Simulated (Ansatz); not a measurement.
Start from `[OH][GeH]([F])[F]` and change one atom or group to get `[OH][Ge]([F])([F])[F]`.

Ansatz, PBE0-D4/def2-TZVP geometries, multiplicity 1. Each molecule was computed in one conformer, which needn't be the lowest.

Scalar relativity is left out up to krypton.

| property | `[OH][GeH]([F])[F]` |
| --- | --- |
| size of the dipole moment (B3LYP/def2-TZVPP) / D | 1.22 |
| HOMO energy (PBE0/def2-TZVPP) / eV | -10.06 |
| LUMO energy (PBE/def2-TZVPP) / eV | -1.20 |
| LUMO energy (ωB97M-V/def2-TZVPP) / eV | 1.68 |
| HOMO–LUMO gap (ωB97M-V/def2-TZVPP) / eV | 14.25 |
| HOMO–LUMO gap (B3LYP/def2-TZVPP) / eV | 9.20 |

(1) What does the change do to each property? (An estimate is asked.)

## Answers

(1) Ansatz gave: 
```tsv
property	`[OH][Ge]([F])([F])[F]`	shift
size of the dipole moment (B3LYP/def2-TZVPP) / D	2.23	1.01
HOMO energy (PBE0/def2-TZVPP) / eV	-10.70	-0.64
LUMO energy (PBE/def2-TZVPP) / eV	-2.35	-1.15
LUMO energy (ωB97M-V/def2-TZVPP) / eV	0.73	-0.95
HOMO–LUMO gap (ωB97M-V/def2-TZVPP) / eV	13.94	-0.31
HOMO–LUMO gap (B3LYP/def2-TZVPP) / eV	8.72	-0.48
```

With PBE0 the HOMO falls by 0.64 eV and the LUMO falls by 1.10 eV, so the gap narrows by about 0.46 eV. PBE moves the HOMO by -0.58 eV and ωB97M-V by -0.65 eV. Dipoles are sizes alone; their direction can turn.

B3LYP here is the variant with VWN-RPA as its local correlation; programs differ in this.
